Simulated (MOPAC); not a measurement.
MOPAC input (PM7):

```
PM7 PRECISE GNORM=0.05 LET XYZ GEO-OK AUX(PRECISION=9) THREADS=1
H5Ta

Ta    0.01867700 1    0.00040800 1    0.00123300 1
H    -0.87375200 1   -0.63702000 1    1.37772200 1
H    -0.86491900 1    1.41459100 1    0.56409100 1
H    -0.72092300 1   -1.44927200 1   -0.66875600 1
H    -0.71209000 1    0.60233900 1   -1.48238600 1
H     1.80823800 1    0.03954400 1    0.11934300 1
```

From the output:

```
                                                       MOPAC v23.2.5 Linux

          FINAL HEAT OF FORMATION =        128.70648 KCAL/MOL =     538.50792 KJ/MOL

          COSMO AREA              =         90.29 SQUARE ANGSTROMS
          COSMO VOLUME            =         77.46 CUBIC ANGSTROMS

          GRADIENT NORM           =          0.00443          =       0.00181 PER ATOM
          IONIZATION POTENTIAL    =         10.196975 EV
          HOMO LUMO ENERGIES (EV) =        -10.197 -0.171
          NO. OF FILLED LEVELS    =          5
          MOLECULAR WEIGHT        =        185.9874         POINT GROUP:  C4v

          MOLECULAR DIMENSIONS (Angstroms)

            Atom       Atom       Distance
            H     6    H     3     3.29997
            H     5    H     2     3.19514
            H     4    H     6     2.79576

          SCF CALCULATIONS        =          8

   ATOM   CHEMICAL          X               Y               Z
  NUMBER   SYMBOL      (ANGSTROMS)     (ANGSTROMS)     (ANGSTROMS)

     1      Ta          0.04559107  *   0.00099659  *   0.00300931  *
     2       H         -1.00366274  *  -0.65448398  *   1.40311672  *
     3       H         -0.99462096  *   1.44567918  *   0.57023103  *
     4       H         -0.84721672  *  -1.48595828  *  -0.69179175  *
     5       H         -0.83817500  *   0.61420460  *  -1.52467607  *
     6       H          1.95961144  *   0.04285400  *   0.12933348  *

                             CARTESIAN COORDINATES

   1   Ta        0.045591067     0.000996594     0.003009314
   2    H       -1.003662743    -0.654483983     1.403116718
   3    H       -0.994620957     1.445679177     0.570231026
   4    H       -0.847216717    -1.485958279    -0.691791750
   5    H       -0.838174999     0.614204600    -1.524676069
   6    H        1.959611436     0.042853998     0.129333481

           Empirical Formula: H5 Ta  =     6 atoms

      MOLECULAR POINT GROUP   :   C4v

                  EIGENVALUES
 -11.61813 -10.97213 -10.97213 -10.83423 -10.19697  -0.17147   1.54079   3.96881
   4.06746   4.06746   5.30243  27.99981  27.99981  28.13210

              NET ATOMIC CHARGES AND DIPOLE CONTRIBUTIONS

  ATOM NO.   TYPE          CHARGE      No. of ELECS.   s-Pop       p-Pop       d-Pop
    1         Ta           0.216257        4.7837     0.81130     0.00222     3.97022
    2          H          -0.046032        1.0460     1.04603
    3          H          -0.046032        1.0460     1.04603
    4          H          -0.046032        1.0460     1.04603
    5          H          -0.046032        1.0460     1.04603
    6          H          -0.032128        1.0321     1.03213
 DIPOLE           X         Y         Z       TOTAL
 POINT-CHG.     0.559     0.012     0.037     0.561
 HYBRID         0.101     0.002     0.007     0.101
 SUM            0.661     0.014     0.044     0.662

          ATOMIC ORBITAL ELECTRON POPULATIONS

     Atom    s        px        py        pz      x^2-y^2     xz        z^2       yz        xy
    1 Ta   0.81130   0.00114   0.00054   0.00054   0.84167   0.95519   0.62993   0.58478   0.95866
    2  H   1.04603
    3  H   1.04603
    4  H   1.04603
    5  H   1.04603
    6  H   1.03213

 **********************
 *                    *
 * JOB ENDED NORMALLY *
 *                    *
 **********************

 == MOPAC DONE ==
```

The geometry given is a B3LYP-D3(BJ)/def2-TZVP minimum.
